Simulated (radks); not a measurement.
Results of a calculation; reference values are marked as such.
Orbital eigenvalues (eV) of the lanthanum ion La+, [Xe] 5d2, at several levels of relativity; Dirac values are averaged over j with weights 2j + 1. Spin-unpolarised spherical Kohn-Sham, PBE, point nucleus unless stated (finite: rms radius 4.855 fm), a radial shooting solver on a logarithmic mesh with Libxc functionals. A level marked "c x" has the speed of light scaled by that factor and shares open shells by 2j + 1; other Dirac levels either fill j = l - 1/2 first or share by 2j + 1.

shell,non-rel.,scalar-rel.,"scalar-rel., finite nucleus","Dirac, 2j+1 shares","change of magnitude, last against first (%)"
1s,-36928,-38756,-38752,-38724,+4.86
2s,-5717.3,-6172.7,-6172.2,-6164.9,+7.83
2p,-5401.5,-5532.5,-5532.5,-5538.7,+2.54
3s,-1224.9,-1323.2,-1323.1,-1321.5,+7.89
3p,-1089.2,-1118.8,-1118.8,-1120.0,+2.83
3d,-836.41,-825.20,-825.20,-824.01,-1.48
4s,-248.81,-270.18,-270.15,-269.86,+8.46
4p,-198.61,-203.72,-203.72,-204.05,+2.74
4d,-110.87,-107.56,-107.56,-107.41,-3.12
5s,-39.264,-42.711,-42.707,-42.665,+8.66
5p,-25.802,-26.321,-26.321,-26.383,+2.25
5d,-7.4425,-7.1696,-7.1697,-7.1680,-3.69
